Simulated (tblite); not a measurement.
Species: C3H5O2Si (doublet state).
SMILES with atom numbers: `[O:1]=[C:2]1[O:3][CH:4][CH2:5][SiH2:6]1` (hydrogens: H7 on C4; H8, H9 on C5; H10, H11 on Si6)
Bond orders are those of one Lewis drawing.

Computed with GFN2-xTB (tblite), gas phase: L-BFGS steps from a force-field or distance-geometry start until the largest atomic force falls under 0.01 eV/Å.

Step 0: E = -510.0040 eV
```
atom  x, y, z in Å  |  force x, y, z in eV/Å
O1      2.7022   -0.3205   -0.2419   -1.355  -0.744   0.579
C2      1.4865   -0.3688   -0.0389    1.988  -0.397  -0.024
O3      0.8524   -1.4023    0.6187   -1.840   1.876  -0.772
C4     -0.5368   -1.1429    0.6836    1.484  -0.971   0.362
C5     -1.1189    0.1001    0.1207    0.140  -0.487   0.098
Si6     0.3570    1.0235   -0.6051   -0.353   1.230  -0.548
H7     -1.0692   -1.9398    1.1916    0.142   0.328  -0.197
H8     -1.6034    0.6928    0.8985   -0.289  -0.245  -0.048
H9     -1.8410   -0.1457   -0.6637   -0.213  -0.004   0.337
H10     0.5522    2.3314    0.0931    0.093  -0.522  -0.295
H11     0.2245    1.1749   -2.0827    0.205  -0.065   0.507
```

Step 1: E = -510.1395 eV
```
atom  x, y, z in Å  |  force x, y, z in eV/Å
O1      2.6828   -0.3311   -0.2337    2.243  -0.878   0.126
C2      1.5149   -0.3745   -0.0392   -2.163   0.665   0.011
O3      0.8262   -1.3756    0.6077   -0.349   0.691  -0.347
C4     -0.5156   -1.1567    0.6888    0.250   0.103  -0.042
C5     -1.1169    0.0931    0.1221    0.248  -0.369   0.130
Si6     0.3519    1.0411   -0.6129   -0.233   0.362  -0.128
H7     -1.0672   -1.9352    1.1888    0.117   0.085  -0.064
H8     -1.6076    0.6893    0.8978   -0.203  -0.325  -0.072
H9     -1.8441   -0.1458   -0.6589   -0.177  -0.073   0.323
H10     0.5536    2.3240    0.0889    0.105  -0.254  -0.184
H11     0.2274    1.1740   -2.0754    0.162  -0.006   0.247
```

**Question.** Estimate the geometry and energy of step 2. (The exact step hangs on the optimiser's Hessian estimate; all steps are aligned on step 1, rigid shifts and turns removed.)

**Answer.** E = -510.2146 eV, largest force 0.990 eV/Å
```
atom  x, y, z in Å  |  force x, y, z in eV/Å
O1      2.7022   -0.3470   -0.2284   -0.112  -0.804   0.436
C2      1.5006   -0.3687   -0.0392    0.174   0.865  -0.450
O3      0.8099   -1.3548    0.5984    0.448   0.161  -0.177
C4     -0.5029   -1.1617    0.6906   -0.584   0.493  -0.137
C5     -1.1129    0.0854    0.1244    0.111  -0.154   0.092
Si6     0.3467    1.0536   -0.6180   -0.115  -0.046   0.044
H7     -1.0648   -1.9320    1.1867    0.116  -0.028  -0.003
H8     -1.6120    0.6836    0.8966   -0.131  -0.374  -0.074
H9     -1.8477   -0.1467   -0.6527   -0.127  -0.125   0.317
H10     0.5555    2.3174    0.0847    0.109  -0.017  -0.065
H11     0.2308    1.1735   -2.0690    0.113   0.029   0.017
```

The energy changes by -0.0751 eV. The first-order estimate −F·Δx gives -0.1403 eV and the mean of the old and new forces, exact on a quadratic surface, -0.0758 eV. The step makes an angle of 36° with the force vector and moves no atom by more than 0.028 Å.

What follows is the cost of the whole relaxation. The run took under 0.1 s of wall time on an AMD EPYC 9B14 with one thread, shared host.
